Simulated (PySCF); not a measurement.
CH$_{8}$OSi$_{2}$ (SMILES CO[SiH2][SiH3]), singlet, at a GFN2-xTB geometry; PySCF with B3LYP/6-31G, TDA.

Here is a job for PySCF.
```python
from pyscf import gto, scf, dft, tdscf

mol = gto.M(
    atom='''
Si    0.024414   -0.962427    0.032634
Si    1.679092    0.631737    0.251673
O    -1.347096   -0.326605   -0.573690
C    -2.075830    0.763818   -0.112420
H     0.213652   -1.987473   -0.987465
H    -0.267148   -1.609640    1.325679
H     1.455871    1.559039    1.372807
H     2.993661    0.027107    0.480493
H     1.822415    1.501879   -0.923435
H    -2.527516    0.546177    0.859471
H    -2.867972    0.973497   -0.832805
H    -1.440301    1.649005   -0.011001
''',
    basis='6-31g',
    charge=0,
    spin=0,
    verbose=4,
)

mf = dft.RKS(mol)
mf.xc = 'b3lyp'
mf.kernel()
td = mf.TDA()
td.nstates = 5
td.kernel()
td.analyze()
```

It wrote (shortened):

```
PySCF version 2.14.0

[INPUT] verbose = 4
[INPUT] num. atoms = 12
[INPUT] num. electrons = 50
[INPUT] charge = 0
[INPUT] spin (= nelec alpha-beta = 2S) = 0
[INPUT] symmetry False subgroup None
[INPUT] Mole.unit = angstrom
[INPUT] Symbol           X                Y                Z      unit          X                Y                Z       unit  Magmom
[...]
nuclear repulsion = 225.266251391834
number of shells = 40
number of NR pGTOs = 168
number of NR cGTOs = 60
basis = 6-31g
ecp = {}

******** <class 'pyscf.dft.rks.RKS'> ********
method = RKS
initial guess = minao
damping factor = 0
level_shift factor = 0
DIIS = <class 'pyscf.scf.diis.CDIIS'>
diis_start_cycle = 1
diis_space = 8
diis_damp = 0
SCF conv_tol = 1e-09
SCF conv_tol_grad = None
SCF max_cycles = 50
direct_scf = True
direct_scf_tol = 1e-13
XC library pyscf.dft.libxc version 7.1.2
    S. Lehtola, C. Steigemann, M. J. T. Oliveira, and M. A. L. Marques,  SoftwareX 7, 1–5 (2018)
XC functionals = b3lyp
    P. J. Stephens, F. J. Devlin, C. F. Chabalowski, and M. J. Frisch,  J. Phys. Chem. 98, 11623 (1994)
radial grids:
    Treutler-Ahlrichs [JCP 102, 346 (1995); DOI:10.1063/1.469408] (M4) radial grids

becke partition: Becke, JCP 88, 2547 (1988); DOI:10.1063/1.454033
pruning grids: <function nwchem_prune>
grids dens level: 3
symmetrized grids: False
atomic radii adjust function: <function treutler_atomic_radii_adjust>
small_rho_cutoff = 0
Set gradient conv threshold to 3.16228e-05
Initial guess from minao.
tot grids = 145024
init E= -697.203835570209
[...]
cycle= 1 E= -696.926470930459  delta_E= 0.277  |g|= 0.691  |ddm|= 2.94
[...]
cycle= 2 E= -696.627654283551  delta_E= 0.299  |g|= 1.39  |ddm|= 2.63
[...]
cycle= 3 E= -697.023233949364  delta_E= -0.396  |g|= 0.0435  |ddm|= 2.07
[...]
cycle= 4 E= -697.023750353431  delta_E= -0.000516  |g|= 0.0207  |ddm|= 0.114
[...]
cycle= 5 E= -697.023898838377  delta_E= -0.000148  |g|= 0.0038  |ddm|= 0.0357
[...]
cycle= 6 E= -697.02390296375  delta_E= -4.13e-06  |g|= 0.0012  |ddm|= 0.00635
[...]
cycle= 7 E= -697.023903396677  delta_E= -4.33e-07  |g|= 0.000116  |ddm|= 0.00149
[...]
cycle= 8 E= -697.023903401851  delta_E= -5.17e-09  |g|= 2.85e-05  |ddm|= 0.00029
[...]
cycle= 9 E= -697.023903402161  delta_E= -3.11e-10  |g|= 6.05e-06  |ddm|= 5.78e-05
[...]
Extra cycle  E= -697.023903402155  delta_E= 6.03e-12  |g|= 9.18e-06  |ddm|= 1.83e-05
converged SCF energy = -697.023903402155

******** <class 'pyscf.tdscf.rks.TDA'> for <class 'pyscf.dft.rks.RKS'> ********
nstates = 5 singlet
deg_eia_thresh = 1.000e-03
wfnsym = None
conv_tol = 1e-05
eigh lindep = 1e-12
eigh level_shift = 0
eigh max_cycle = 100

Excitation energies (eV)
[5.94739951 6.59605937 7.26211114 7.49853399 7.85796541]

** Singlet excitation energies and oscillator strengths **
Excited State   1:      5.94740 eV    208.47 nm  f=0.0065
      25 -> 26       -0.69840
Excited State   2:      6.59606 eV    187.97 nm  f=0.0223
      24 -> 26       -0.69307
Excited State   3:      7.26211 eV    170.73 nm  f=0.0245
      25 -> 27        0.69314
Excited State   4:      7.49853 eV    165.34 nm  f=0.1135
      24 -> 28        0.28642
      25 -> 28       -0.62685
Excited State   5:      7.85797 eV    157.78 nm  f=0.0198
      23 -> 26       -0.18472
      24 -> 27        0.61167
      24 -> 28       -0.26237

** Transition electric dipole moments (AU) **
state          X           Y           Z        Dip. S.      Osc.
  1         0.0162     -0.2082      0.0327      0.0447      0.0065
  2         0.2204     -0.2979     -0.0241      0.1379      0.0223
  3         0.0886      0.1911     -0.3055      0.1377      0.0245
  4        -0.7142     -0.3235      0.0542      0.6177      0.1135
  5        -0.1234     -0.2510     -0.1574      0.1030      0.0198

** Transition velocity dipole moments (imaginary part, AU) **
state          X           Y           Z        Dip. S.      Osc.
  1         0.0033      0.0165     -0.0249      0.0009      0.0028
  2         0.0349     -0.0266      0.0408      0.0036      0.0099
  3         0.0024      0.0131      0.0040      0.0002      0.0005
  4        -0.1276     -0.0630      0.0265      0.0209      0.0507
  5        -0.0250     -0.0350     -0.0349      0.0031      0.0071

** Transition magnetic dipole moments (imaginary part, AU) **
state          X           Y           Z
  1        -0.1102      0.2483      0.2160
  2         0.0185     -0.2286      0.0018
  3         0.2200     -0.2853     -0.0687
  4        -0.3108      0.1183      0.3972
  5         0.0253      0.1600     -0.0625
```
